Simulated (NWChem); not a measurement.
Program: NWChem. System: C2HF5, charge 1, spin multiplicity 2, at the geometry of a parent with another charge or spin, in a state set for the comparison that need not be this species' ground state. Its SCF solution wasn't tested for a lower state. Level: UMP2/def2-SVP, 7 core orbitals frozen.

Input file:

```
start mol
memory heap 200 mb stack 900 mb global 1100 mb
charge 1
geometry units angstroms nocenter noautoz
  F     -0.423841    -1.388795    -1.091969
  C      0.204255    -0.936525     0.000000
  F     -0.423841    -1.388795     1.091969
  C      0.157381     0.592748     0.000000
  F     -1.090098     1.035347     0.000000
  F      0.778792     1.057087     1.079116
  F      0.778792     1.057087    -1.079116
  H      1.251945    -1.284715     0.000000
  symmetry group Cs
end
basis spherical
  * library def2-svp
end
scf
  uhf
  nopen 1
  maxiter 100
  thresh 1e-7
  semidirect memsize 60000000 filesize 0
  # guess.movecs holds the orbitals of an unrestricted PBE0 run
  vectors input guess.movecs output mol.movecs
end
mp2
  freeze core 7
end
task mp2 energy
```

Output (cleaned and shortened):

```
             Northwest Computational Chemistry Package (NWChem) 7.3.0
             --------------------------------------------------------

                                NWChem Input Module
                                -------------------

 Scaling coordinates for geometry "geometry" by  1.889725989
 (inverse scale =  0.529177249)

 Turning off AUTOSYM since
 SYMMETRY directive was detected!

                             Geometry "geometry" -> ""
                             -------------------------

 Output coordinates in angstroms (scale by  1.889725989 to convert to a.u.)

  No.       Tag          Charge          X              Y              Z
 ---- ---------------- ---------- -------------- -------------- --------------
    1 F                    9.0000    -0.42384100    -1.38879500    -1.09196900
    2 C                    6.0000     0.20425500    -0.93652500     0.00000000
    3 F                    9.0000    -0.42384100    -1.38879500     1.09196900
    4 C                    6.0000     0.15738100     0.59274800     0.00000000
    5 F                    9.0000    -1.09009800     1.03534700     0.00000000
    6 F                    9.0000     0.77879200     1.05708700     1.07911600
    7 F                    9.0000     0.77879200     1.05708700    -1.07911600
    8 H                    1.0000     1.25194500    -1.28471500     0.00000000

 Effective nuclear repulsion energy (a.u.)     361.4709847365

            Nuclear Dipole moment (a.u.)
            ----------------------------
        X                 Y               Z
 ---------------- ---------------- ----------------
    -0.0000056692     0.0000037795     0.0000000000

      Symmetry information
      --------------------

 Group name             Cs
 Group number              2
 Group order               2
 No. of unique centers     6

      Symmetry unique atoms

     1    2    4    5    6    8


 Summary of "ao basis" -> "" (spherical)
 ------------------------------------------------------------------------------
       Tag                 Description            Shells   Functions and Types
[...]
  AO/Fock/Back tols     =   1.0D-09  1.0D-09  1.0D-09

 GA uses MA = F    GA memory limited = T

 Available:
  local mem=  1.26D+08
 global mem=  1.44D+08
 local disk=  0.00D+00
  mp2_memr nvloc                    74
  nvloc new                    74
   1 passes of  22:        3145728                      63156                  28070611.
   1 passes of  22: M    126140787           G      144157982           F     122995059.

 Semi-direct pass number   1 of   1  for UHF alpha       at        3.3s
  vrange nnbf                  5068
  mp2_eaftype                   107  avail_ma_in_mb                  1099
 EAF : mp2_eaftype filesize         107   14035305.
  mp2_eaf for mointskh                    107
Node 0 wrote     66.0 Mb in      0.0 s     Agg I/O rate:  1687.8 Mb/s
 Done moints_semi at        5.3s
  mp2_eaftype                   107  avail_ma_in_mb                   992
 EAF : mp2_eaftype filesize         107   14035305.
  mp2_eaf for kh                   107
 Done maket at        5.5s
 Done multipass loop at        5.5s

 GA uses MA = F    GA memory limited = T

 Available:
  local mem=  1.26D+08
 global mem=  1.44D+08
 local disk=  0.00D+00
  mp2_memr nvloc                    75
  nvloc new                    75
   1 passes of  21:        3145728                      61804                  27157357.
   1 passes of  21: M    126140787           G      144157982           F     122995059.

 Semi-direct pass number   1 of   1  for UHF beta        at        5.6s
  vrange nnbf                  5068
  mp2_eaftype                   103  avail_ma_in_mb                  1099
 EAF : mp2_eaftype filesize         103   13578679.
  mp2_eaf for mointskh                    103
Node 0 wrote     63.9 Mb in      0.0 s     Agg I/O rate:  1325.1 Mb/s
 Done moints_semi at        7.5s
  mp2_eaftype                   103  avail_ma_in_mb                   996
 EAF : mp2_eaftype filesize         103   13578679.
  mp2_eaf for kh                   103
 Done maket at        7.7s
 Done multipass loop at        7.7s

          -------------------------------------------
          SCF energy                -572.535595629548
          Correlation energy          -1.204757860328
          Singlet pairs                0.000000000000
          Triplet pairs                0.000000000000
          Total MP2 energy          -573.740353489876
          -------------------------------------------

          ---------------------------------------------------
                    Spin Component Scaled (SCS) MP2
          Same spin pairs                     -0.338504213176
          Same spin scaling factor             0.333333333333
          Opposite spin pairs                 -0.866253647152
          Opposite spin scaling fact.          1.200000000000
          SCS-MP2 correlation energy          -1.152339114308
          Total SCS-MP2 energy              -573.687934743856
          ---------------------------------------------------

 -----------------------
 Performance information
 -----------------------

 Timer overhead =  1.46D-07 seconds/call

               Nr. of calls         CPU time (s)                 Wall time (s)                GFlops
             ---------------    -------------------     ------------------------------   -------------------
Name         Min   Avg   Max    Min     Avg     Max     Min     Avg     Max   Mx/calls   Min     Max     Sum
mp2: moin     2     2     2    4.0     4.0     4.0      4.0     4.0     4.0     2.0      0.0     0.0     0.0
mp2: make     2     2     2   0.45    0.45    0.45     0.45    0.45    0.45    0.22      0.0     0.0     0.0
mp2: tota     1     1     1    4.4     4.4     4.4      4.4     4.4     4.4     4.4      0.0     0.0     0.0

 The average no. of pstat calls per process was 5.00D+00
 with a timing overhead of 7.30D-07s

 Task  times  cpu:        7.7s     wall:        7.7s

 Total times  cpu:        7.7s     wall:        7.7s
```
